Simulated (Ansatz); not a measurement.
Consider the substitution at a C–In bond: `C=[CH][InH][CH3]` + `BN` → `BNC=C` + `[CH3][InH2]`.

Isolated molecules relaxed with PBE0-D4/def2-TZVP in Ansatz; ΔE leaves out vibrations. CBS: MP2 limit from def2 TZ/QZ plus the TZ coupled-cluster correction, frozen cores. This one scheme is used for every species. DFT in def2-TZVPP. def2 core potentials past Kr. For In outer-core shells are correlated without core-valence functions, which leaves a few kJ/mol of doubt a bond. One conformer a species, not always the lowest.

`C=[CH][InH][CH3]`:

Z-matrix (Å, degrees):
```
C
In 1 2.153
H 1 1.093 2 109.4
H 1 1.091 2 110.7 3 -118.5
H 1 1.090 2 111.4 3 119.8
C 2 2.141 1 122.1 3 -102.9
H 2 1.734 1 122.5 3 76.6
C 6 1.332 2 121.4 1 179.5
H 6 1.090 2 121.3 1 -0.5
H 8 1.090 6 122.5 2 180.0
H 8 1.088 6 122.1 2 -0.0
```

`BN`:

Z-matrix (Å, degrees):
```
B
N 1 1.385
H 1 1.197 2 119.0
H 1 1.197 2 119.0 3 -180.0
H 2 1.006 1 123.2 3 -0.0
H 2 1.006 1 123.2 3 180.0
```

`BNC=C`:

```xyz
10

B    -0.091   -0.333    1.833
N    -0.319    0.198    0.563
C     0.315   -0.181   -0.615
C     0.079    0.341   -1.813
H     0.723   -1.200    1.953
H    -0.718    0.099    2.754
H    -1.004    0.931    0.444
H     1.047   -0.969   -0.475
H    -0.651    1.129   -1.963
H     0.619   -0.014   -2.680
```

`[CH3][InH2]`:

```xyz
7

C    -0.881   -0.159   -0.466
In    0.993    0.201    0.531
H    -1.181    0.694   -1.075
H    -0.778   -1.029   -1.120
H    -1.667   -0.381    0.258
H     2.057    1.454   -0.008
H     1.456   -0.781    1.880
```

```
         level  ΔE (kJ/mol)
       PBE0-D4         11.9
       ωB97M-V         19.5
        revPBE         15.3
CCSD/CBS(def2)         27.2
```

Q: What does CCSD(T)/CBS give? (An estimate is asked.)

A: Ansatz gave: +28.6 kJ/mol. The listed levels differ from it by -16.7, -9.1, -13.3, -1.4 kJ/mol.

Largest T1 diagnostic among the species: 0.013.

At CCSD(T), def2-SVP lies −17.9 kJ/mol from the extrapolated value and def2-TZVPP −1.8 kJ/mol. Leaving LDA and LC-ωPBE aside and taking each functional with its dispersion term where it has one, the values, not all of them listed here, spread over 16.2 kJ/mol, from B97M-V to B2PLYP. LDA lies −14.5 kJ/mol from PBE without D4. In def2-TZVPP, CCSD(T) changes the Hartree–Fock value by +12.7 kJ/mol (the triples alone add +1.3 kJ/mol) and MP2 by +17.5 kJ/mol.

CCSD(T)/CBS has its own doubt, a few kJ/mol and more with outer-core shells, so smaller differences from it don't rank the levels.
